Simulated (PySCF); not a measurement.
## Finite-field polarisability of As (arsenic, neutral)

[Ar] 3d10 4s2 4p3, high-spin 4S determinant. Calculation: PySCF 2.14, in aug-cc-pVDZ-DK (6s5p3d, 36 functions); scalar relativity by spin-free X2C-1e. Frozen: [Ar] 3d10. Energy changes in a uniform field (μhartree):

```tsv
axis	F (au)	HF	MP2	CCSD	CCSD(T)
x	0.0026	-98.540	-97.303	-97.334	-97.608
x	0.0052	-394.318	-389.378	-389.506	-390.602
```

**Question.** Derive α along x at CCSD(T) from the two fields.

**Answer.** With ΔE = −αF²/2 − γF⁴/24, α = −(16 ΔE(F) − ΔE(2F))/(6F²) = 28.87 bohr³.

**Question.** And the mean polarisability at each level?

**Answer.** HF 29.15, MP2 28.78, CCSD 28.79, CCSD(T) 28.87 bohr³. Reference: 30 ± 1 bohr³ (recommended; Schwerdtfeger and Nagle, table of static dipole polarizabilities (2023 update)).

A double-zeta set is small for polarisabilities.
